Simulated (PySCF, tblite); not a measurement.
Energy landscape of H2O (cation, charge +1), doublet: symmetric bend, bond length relaxed. Scanned: H-O-H angle. Other coordinates (O-H bond length) were minimised at B3LYP/def2-TZVP.

- GFN2-xTB, 300 K electronic temperature (tblite)
- CCSD(T) on UHF/cc-pVTZ, 1 core orbital frozen (PySCF)

Energies relative to the lowest point of each profile, in mEh; the last columns give the difference from CCSD(T):

```
a / °  GFN2-xTB  CCSD(T)  GFN2-xTB − CCSD(T)
-----  --------  -------  ------------------
180        13.0     37.0               -24.0
172        12.1     35.9               -23.7
164        10.5     32.6               -22.1
156         8.1     27.7               -19.6
148         5.4     21.7               -16.2
140         3.0     15.3               -12.3
132         1.0      9.2                -8.2
124         0.0      4.3                -4.3
116         0.1      1.0                -0.9
108         1.6      0.0                 1.6
100         4.7      1.7                 3.0
92          9.7      6.6                 3.1
84         16.8     14.8                 2.0
76         26.4     26.8                -0.4
68         38.7     42.7                -3.9
60         54.5     62.7                -8.3
```

GFN2-xTB is furthest from CCSD(T) at 180 (-24.0 mEh, below); its mean absolute difference over the points is 9.6 mEh.
